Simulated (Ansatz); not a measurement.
Geometry optimisation, UKS PBE/def2-SVP (Ansatz).

input.yaml

```yaml
crystal:
  periodic: [false, false, false]
  atoms:
    - { symbol: W, position_ang: [-0.029142, -0.109787, -0.398578] }
    - { symbol: F, position_ang: [-0.145259, 0.567463, 2.574872] }
    - { symbol: F, position_ang: [1.861704, -0.438756, -0.522409] }
    - { symbol: H, position_ang: [0.415859, 1.323172, 0.396869] }
    - { symbol: F, position_ang: [-1.88762, 0.159658, -0.0919] }
    - { symbol: O, position_ang: [-0.034152, -1.625338, 0.715265] }
    - { symbol: H, position_ang: [0.823143, -2.099053, 0.782147] }
    - { symbol: F, position_ang: [-0.21708, 0.164267, -2.220304] }
    - { symbol: Cl, position_ang: [-0.405853, -0.438726, 3.786338] }
magnetization:
  spin_polarized: true
  initial_magnetization: 1
basis:
  gaussian: { orbitals: def2-SVP }
hamiltonian:
  xc: pbe
relax:
  f_tol: 0.03
  max_steps: 50
```

Run as:

```bash
$ ansatz run input.yaml --threads 4 --pin off --max-ram 5120MiB --backend cpu --events-out ev --progress --plain --runs-dir out
```

Task: Where does it end, and by what steps?

Result: The run converged. After 23 steps the energy has fallen by 2.725 eV; H7 moved furthest, 1.29 Å. Parted: F2–Cl9 (1.60 → 2.46 Å). Joined: W1–F2 (3.05 → 1.98 Å).

| step | energy less start (eV) | largest force component (eV/Å) | accepted |
| --- | --- | --- | --- |
| 0 | 0.0000 | 2.101 | yes |
| 1 | -0.0801 | 1.034 | yes |
| 2 | -0.1104 | 0.277 | yes |
| 3 | -0.1397 | 0.367 | yes |
| 4 | -0.1673 | 0.533 | yes |
| 5 | -0.2802 | 1.087 | yes |
| 6 | -0.6507 | 1.895 | yes |
| 7 | -1.4780 | 2.358 | yes |
| 8 | -1.6591 | 4.871 | yes |
| 9 | -2.2157 | 0.645 | yes |
| 10 | -2.2677 | 0.449 | yes |
| 11 | -2.2973 | 0.232 | yes |
| 12 | -2.3382 | 0.166 | yes |
| 13 | -2.3909 | 0.358 | yes |
| 14 | -2.4621 | 0.537 | yes |
| 15 | -2.5562 | 0.627 | yes |
| 16 | -2.6549 | 0.421 | yes |
| 17 | -2.6803 | 1.011 | yes |
| 18 | -2.7072 | 0.305 | yes |
| 19 | -2.7202 | 0.171 | yes |
| 20 | -2.7227 | 0.153 | yes |
| 21 | -2.7242 | 0.136 | yes |
| 22 | -2.7252 | 0.041 | yes |
| 23 | -2.7253 | 0.028 | yes |

```xyz
9
Properties=species:S:1:pos:R:3
W 0.024 -0.049 -0.150
F 0.166 0.461 1.762
F 1.862 0.095 -0.403
H 0.179 1.654 0.126
F -1.781 0.396 -0.210
O -0.067 -1.688 0.677
H -0.022 -1.799 1.706
F -0.094 -0.301 -1.995
Cl 0.114 -1.266 3.510
```

Run time: 100 s on 4 threads of Arm Neoverse V1, with other jobs on the host, peak memory 0.27 GiB.
